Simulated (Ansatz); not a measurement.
Cartesian coordinates in Å:
```
Cl 0.3066 1.2006 1.6121
Si 0.0209 -0.0109 0.0170
Cl 1.7456 -0.1530 -1.0314
Cl -0.5213 -1.8499 0.6635
Br -1.5518 0.8133 -1.2612
```

Total charge 0; spin multiplicity 1.

Question: List the CAM-B3LYP/def2-TZVPP orbital energies in eV (Ansatz 0.2.0). (Estimate.)

Answer: Computed: Occupied: -13141.58, -2765.15, -2765.15, -2765.15, -1804.96, -1703.08, -1534.84, -1534.77, -1534.77, -259.94, -259.94, -259.94, -239.17, -198.99, -198.99, -198.99, -198.84, -198.84, -198.84, -198.84, -198.84, -198.84, -180.09, -179.89, -179.89, -149.14, -104.49, -104.49, -104.49, -74.43, -74.37, -74.37, -74.20, -74.20, -26.50, -25.30, -25.30, -24.08, -16.90, -13.99, -13.99, -13.65, -12.00, -12.00, -11.51, -11.51, -11.42, -10.89, -10.38, -10.38. Lowest empty: 0.18, 1.63, 1.63, 1.65, 3.87, 4.55, 4.91, 4.92.
